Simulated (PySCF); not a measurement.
## Atomic charges against the basis set

Compound: C3H5BF2O.
SMILES with atom numbers: `[F:1][B:2]([F:3])[CH2:4][C@@H:5]1[CH2:6][O:7]1` (hydrogens: H8, H9 on C4; H10 on C5; H11, H12 on C6)

Geometry (PBE0-D3(BJ)/def2-SVP, Å), atoms numbered from 1 in this order:
```
atom  x, y, z in Å
F1    -1.625    0.827    1.458
B2    -1.801    0.136    0.346
F3    -3.029    0.105   -0.136
C4    -0.623   -0.609   -0.360
C5     0.721   -0.376    0.270
C6     1.603    0.709   -0.161
O7     1.860   -0.631   -0.521
H8    -0.861   -1.689   -0.370
H9    -0.602   -0.316   -1.424
H10    0.813   -0.713    1.313
H11    1.281    1.370   -0.977
H12    2.306    1.160    0.552
```

PBE0 throughout (PySCF), one geometry, spherical d and f functions. One conformer (not necessarily the lowest) at the PBE0-D3(BJ)/def2-SVP geometry, without solvent, vibrations or thermal averaging. Atoms taken as equivalent share a column and are averaged. The first 7 of 11 kinds of atom are listed.

Mulliken charges (e):

```json
{"basis": "STO-3G", "functions": "40", "F1/F3": "-0.122", "B2": "+0.377", "C4": "-0.271", "C5": "-0.004", "C6": "-0.097", "O7": "-0.187", "H8": "+0.086"}
{"basis": "6-31G", "functions": "73", "F1/F3": "-0.292", "B2": "+0.758", "C4": "-0.598", "C5": "+0.039", "C6": "-0.134", "O7": "-0.470", "H8": "+0.219"}
{"basis": "pcSseg-0", "functions": "73", "F1/F3": "-0.314", "B2": "+1.003", "C4": "-0.926", "C5": "-0.019", "C6": "-0.121", "O7": "-0.610", "H8": "+0.290"}
{"basis": "6-31G*", "functions": "108", "F1/F3": "-0.255", "B2": "+0.684", "C4": "-0.607", "C5": "+0.086", "C6": "-0.153", "O7": "-0.452", "H8": "+0.211"}
{"basis": "cc-pVDZ", "functions": "123", "F1/F3": "-0.090", "B2": "+0.242", "C4": "-0.097", "C5": "-0.046", "C6": "+0.101", "O7": "-0.273", "H8": "+0.070"}
{"basis": "def2-SVP", "functions": "123", "F1/F3": "-0.103", "B2": "+0.250", "C4": "-0.102", "C5": "-0.039", "C6": "+0.122", "O7": "-0.337", "H8": "+0.084"}
{"basis": "aug-cc-pVDZ", "functions": "206", "F1/F3": "-0.428", "B2": "+0.971", "C4": "+0.455", "C5": "+0.996", "C6": "+0.896", "O7": "-0.648", "H8": "-0.150"}
{"basis": "6-311+G(2d,p)", "functions": "219", "F1/F3": "-0.321", "B2": "+0.955", "C4": "-0.831", "C5": "+0.260", "C6": "-0.147", "O7": "-0.335", "H8": "+0.189"}
{"basis": "def2-TZVP", "functions": "247", "F1/F3": "-0.232", "B2": "+0.486", "C4": "-0.347", "C5": "+0.074", "C6": "-0.070", "O7": "-0.309", "H8": "+0.144"}
{"basis": "cc-pVTZ", "functions": "280", "F1/F3": "-0.180", "B2": "+0.375", "C4": "-0.238", "C5": "+0.037", "C6": "-0.037", "O7": "-0.271", "H8": "+0.113"}
{"basis": "IGLO-III", "functions": "295", "F1/F3": "-0.343", "B2": "+0.845", "C4": "-0.525", "C5": "+0.153", "C6": "-0.077", "O7": "-0.277", "H8": "+0.142"}
{"basis": "pcSseg-2", "functions": "322", "F1/F3": "-0.327", "B2": "+0.692", "C4": "-0.133", "C5": "+0.117", "C6": "+0.134", "O7": "-0.411", "H8": "+0.056"}
```

IAO charges (e):

```
        basis  functions   F1/F3      B2      C4      C5      C6      O7      H8
       STO-3G         40  -0.161  +0.468  -0.432  -0.025  -0.162  -0.210  +0.151
        6-31G         73  -0.298  +0.707  -0.477  +0.051  -0.120  -0.382  +0.184
     pcSseg-0         73  -0.286  +0.686  -0.478  +0.048  -0.107  -0.383  +0.184
       6-31G*        108  -0.310  +0.750  -0.475  +0.078  -0.089  -0.397  +0.172
      cc-pVDZ        123  -0.306  +0.736  -0.475  +0.077  -0.091  -0.392  +0.173
     def2-SVP        123  -0.305  +0.735  -0.472  +0.081  -0.082  -0.397  +0.171
  aug-cc-pVDZ        206  -0.315  +0.751  -0.481  +0.079  -0.092  -0.415  +0.178
6-311+G(2d,p)        219  -0.317  +0.757  -0.484  +0.078  -0.092  -0.416  +0.179
    def2-TZVP        247  -0.319  +0.765  -0.486  +0.079  -0.091  -0.414  +0.178
      cc-pVTZ        280  -0.318  +0.763  -0.486  +0.078  -0.093  -0.410  +0.178
     IGLO-III        295  -0.319  +0.763  -0.485  +0.078  -0.092  -0.416  +0.179
     pcSseg-2        322  -0.319  +0.765  -0.486  +0.079  -0.091  -0.415  +0.178
```

Hirshfeld charges (e):

| basis | functions | F1/F3 | B2 | C4 | C5 | C6 | O7 | H8 |
| --- | --- | --- | --- | --- | --- | --- | --- | --- |
| STO-3G | 40 | -0.064 | +0.209 | -0.093 | +0.039 | +0.005 | -0.134 | +0.021 |
| 6-31G | 73 | -0.134 | +0.298 | -0.130 | +0.032 | -0.011 | -0.190 | +0.060 |
| pcSseg-0 | 73 | -0.133 | +0.304 | -0.139 | +0.034 | -0.013 | -0.175 | +0.058 |
| 6-31G* | 108 | -0.129 | +0.296 | -0.130 | +0.030 | -0.013 | -0.178 | +0.056 |
| cc-pVDZ | 123 | -0.123 | +0.292 | -0.148 | +0.024 | -0.020 | -0.154 | +0.058 |
| def2-SVP | 123 | -0.129 | +0.306 | -0.151 | +0.027 | -0.019 | -0.163 | +0.059 |
| aug-cc-pVDZ | 206 | -0.137 | +0.323 | -0.157 | +0.014 | -0.026 | -0.166 | +0.062 |
| 6-311+G(2d,p) | 219 | -0.143 | +0.332 | -0.151 | +0.015 | -0.021 | -0.171 | +0.061 |
| def2-TZVP | 247 | -0.140 | +0.326 | -0.152 | +0.016 | -0.024 | -0.165 | +0.061 |
| cc-pVTZ | 280 | -0.137 | +0.322 | -0.153 | +0.018 | -0.025 | -0.161 | +0.060 |
| IGLO-III | 295 | -0.140 | +0.331 | -0.155 | +0.014 | -0.026 | -0.166 | +0.062 |
| pcSseg-2 | 322 | -0.141 | +0.332 | -0.155 | +0.015 | -0.026 | -0.166 | +0.062 |

ESP-fitted charges (e):

```tsv
basis	functions	F1/F3	B2	C4	C5	C6	O7	H8
STO-3G	40	-0.188	+0.621	-0.644	+0.144	-0.241	-0.156	+0.163
6-31G	73	-0.365	+0.942	-0.750	+0.207	-0.186	-0.329	+0.226
pcSseg-0	73	-0.379	+1.007	-0.839	+0.241	-0.235	-0.345	+0.239
6-31G*	108	-0.274	+0.701	-0.529	+0.138	-0.204	-0.268	+0.168
cc-pVDZ	123	-0.275	+0.686	-0.518	+0.145	-0.184	-0.255	+0.166
def2-SVP	123	-0.293	+0.744	-0.568	+0.165	-0.175	-0.277	+0.177
aug-cc-pVDZ	206	-0.297	+0.756	-0.624	+0.160	-0.215	-0.263	+0.198
6-311+G(2d,p)	219	-0.315	+0.808	-0.658	+0.169	-0.237	-0.264	+0.204
def2-TZVP	247	-0.311	+0.802	-0.661	+0.174	-0.231	-0.256	+0.202
cc-pVTZ	280	-0.301	+0.774	-0.627	+0.164	-0.228	-0.250	+0.193
IGLO-III	295	-0.307	+0.787	-0.636	+0.164	-0.223	-0.261	+0.199
pcSseg-2	322	-0.320	+0.828	-0.684	+0.182	-0.225	-0.267	+0.208
```

Some averages cover members that differ in this geometry, most widely: F1/F3, Mulliken in aug-cc-pVDZ -0.490 to -0.366 e.

Problem. Which scheme is steadiest as the basis changes?

Solution. Largest range over the bases for any column: Hirshfeld 0.12 e, IAO 0.30 e, ESP-fitted 0.39 e, Mulliken 1.38 e. Hirshfeld charges move least and Mulliken charges most, counted in e. Without the minimal STO-3G basis the ranges are Hirshfeld 0.04, IAO 0.08, ESP-fitted 0.32, Mulliken 1.38 e.

Problem. How much do the charges still move between the two largest bases, IGLO-III and pcSseg-2?

Solution. At most, over all atoms: Mulliken 0.392 e, IAO 0.002 e, Hirshfeld 0.001 e, ESP-fitted 0.048 e.

Problem. What do the same runs give for the total energy, the frontier levels and the dipole moment?

Solution. 
| basis | energy (Eh) | HOMO (eV) | LUMO (eV) | μ (D) |
| --- | --- | --- | --- | --- |
| STO-3G | -411.1325 | -4.47 | 3.94 | 1.09 |
| 6-31G | -416.5992 | -7.79 | 0.09 | 0.54 |
| pcSseg-0 | -415.7610 | -7.97 | 0.07 | 0.75 |
| 6-31G* | -416.7217 | -7.68 | 0.60 | 0.58 |
| cc-pVDZ | -416.7510 | -7.75 | 0.34 | 0.39 |
| def2-SVP | -416.4204 | -7.85 | 0.28 | 0.47 |
| aug-cc-pVDZ | -416.7805 | -8.04 | -0.16 | 0.39 |
| 6-311+G(2d,p) | -416.8645 | -8.07 | -0.04 | 0.41 |
| def2-TZVP | -416.9054 | -8.03 | 0.14 | 0.37 |
| cc-pVTZ | -416.8876 | -7.98 | 0.21 | 0.37 |
| IGLO-III | -416.9122 | -8.05 | 0.06 | 0.40 |
| pcSseg-2 | -416.9044 | -8.07 | 0.07 | 0.40 |

The dipole is fixed by the density alone, so its range of 0.72 D shows that the density itself changes with the basis, not only its division among atoms.
